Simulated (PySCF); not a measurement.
Mn: excitation energy

Mn [Ar] 3d5 4s2 (6S) → Mn [Ar] 3d5 4s1 5s1 (8S), as a difference of total energies. Calculation: PySCF 2.14, in x2c-QZVPPall with one added diffuse shell each of s, p, d, f, g type (12s8p6d5f3g, 128 functions); the spin-free X2C one-electron Hamiltonian (Gaussian nucleus). Correlated levels: valence: [Ar] frozen; valence and next inner shell: [Ne] frozen. The calculations carry no spin-orbit coupling.

| method | excitation energy (eV) |
| --- | --- |
| UHF | 3.642 |
| LDA | 4.864 |
| PBE | 4.527 |
| PBE0 | 4.430 |
| r2SCAN | 4.362 |
| BLYP | 5.003 |
| r2SCANh | 4.374 |
| B2PLYP | 4.918 |
| MP2 (valence) | 4.588 |
| SCS-MP2 (valence) | 4.878 |
| MP2 (valence and next inner shell) | 4.672 |
| SCS-MP2 (valence and next inner shell) | 4.858 |

Question: How much does correlation contribute at MP2 (valence and next inner shell)?

Answer: 4.672 − (3.642) = 1.030 eV, measured against UHF.

The promoted electron is Rydberg-like, and one or two diffuse shells describe it only roughly, which tends to raise the upper state.
